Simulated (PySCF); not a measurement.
**Nuclear quadrupole coupling in `C=C1O[SiH2]C(F)=C[C@@H]1O`**

Compound: C5H7FO2Si.
Z-matrix (Å and degrees, GFN2-xTB geometry), rows numbered from 1:
```
C 
C   1  1.3243
O   2  1.3458  1  121.87
Si  3  1.6373  2  123.95  1   171.73
C   4  1.8994  3   99.44  2   -32.42
F   5  1.3525  4  122.07  3  -139.39
C   5  1.3276  4  117.04  3    30.96
C   7  1.5049  5  116.19  4    11.74
O   8  1.4193  2  104.76  1   121.35
H   1  1.0746  2  120.79  3     0.27
H   1  1.0731  2  121.41  3   180.00
H   4  1.4555  3  114.40  2    88.20
H   4  1.4546  3  101.31  2  -145.84
H   7  1.0795  5  124.26  4  -170.50
H   8  1.0965  2  109.96  1     2.49
H   9  0.9637  8  109.20  2   169.20
```

Field gradients from the PBE0/pcSseg-1 density (PySCF, non-relativistic), principal values in atomic units, ordered |Vxx| ≤ |Vyy| ≤ |Vzz|:

| atom | Vxx | Vyy | Vzz |
| --- | --- | --- | --- |
| O3 | -0.5906 | -0.9630 | 1.5536 |
| O9 | 0.0440 | 1.8794 | -1.9234 |

Question: Find the asymmetry η = (Vxx − Vyy)/Vzz and the couplings χ = eQV/h (234.96 MHz × Q in barn × V in au), with Q(17O) = −0.0256 b.

Answer: 
```
atom         environment  nucleus     η  χzz (MHz)  χxx (MHz)  χyy (MHz)
  O3  silyl ether oxygen      17O  0.24      -9.34       3.55       5.79
  O9      alcohol oxygen      17O  0.95      11.57      -0.26     -11.31
```

At O9 η is above 0.9: Vyy and Vzz are nearly equal in size and opposite in sign, so a small change could swap them and flip the sign of χzz. The tensor is traceless: Vxx + Vyy + Vzz = 0.

Question: What is Vzz at O3 in SI units (1 au = 9.71736 × 10²¹ V/m²)?

Answer: 1.5536 au = 15.097 × 10²¹ V/m².

Were the hydrogens deuterons (Q(2H) = 0.00286 b), χzz would run from 111 kHz (H13 and H12) to 311 kHz (H16).

Isolated species at its GFN2-xTB geometry (one conformer only). GFN2-xTB bond lengths can be off by several hundredths of an ångström, more for odd bonds, and the gradients follow them. The basis is small and wasn't made for field gradients, so the couplings can be 20 % off.
